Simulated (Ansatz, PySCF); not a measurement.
Species: sum formula SiNH₂Cl₃, charge 0, multiplicity 1. SMILES: N[Si](Cl)(Cl)Cl
Geometry from a B3LYP-D3(BJ)/def2-TZVP (Ansatz, an electronic-structure program) optimisation:
```
Si
N 1 1.6862
H 2 1.0075 1 121.09
H 2 1.0075 3 112.95 1 -155.52
Cl 1 2.0424 2 108.29 3 163.61
Cl 1 2.0424 2 108.29 3 42.85
Cl 1 2.0541 2 115.20 3 -76.77
```

Wanted: atomisation energy (electronic, to ground-state atoms); the coupled-cluster value holds the core correlation from cc-pwCVTZ, in kJ/mol. Valence correlation only, unless marked. UHF or UKS for open shells. Spin-orbit coupling is left out. No relativistic terms. CBS marks a two-point X^-3 extrapolation of the correlation energy; Hartree-Fock from the larger set. [CCSD(T)-MP2]/basis is that difference in the basis named.

Level to compare with: RI-MP2/CBS(aug-cc-pV(T+d)Z,aug-cc-pV(Q+d)Z)+[CCSD(T)-MP2]/aug-cc-pV(T+d)Z plus the core term (Ansatz), 2404.9 kJ/mol. It is a level with limits of its own, and the differences hold the functionals' basis error too.

Question: Rank these functionals by how close they come to RI-MP2/CBS(aug-cc-pV(T+d)Z,aug-cc-pV(Q+d)Z)+[CCSD(T)-MP2]/aug-cc-pV(T+d)Z, closest first: r2SCAN0/def2-TZVPD (Ansatz); M06-2X/def2-TZVPD (PySCF); wB97M-V/def2-TZVPD (Ansatz); BHLYP/def2-TZVPD (Ansatz).

Answer: wB97M-V/def2-TZVPD (range-separated hybrid meta-GGA with VV10, 2409.4 kJ/mol, difference 4.5), M06-2X/def2-TZVPD (hybrid meta-GGA, 2395.5 kJ/mol, difference -9.4), r2SCAN0/def2-TZVPD (hybrid meta-GGA, 2346.8 kJ/mol, difference -58.1), BHLYP/def2-TZVPD (global hybrid, 2261.5 kJ/mol, difference -143.4)
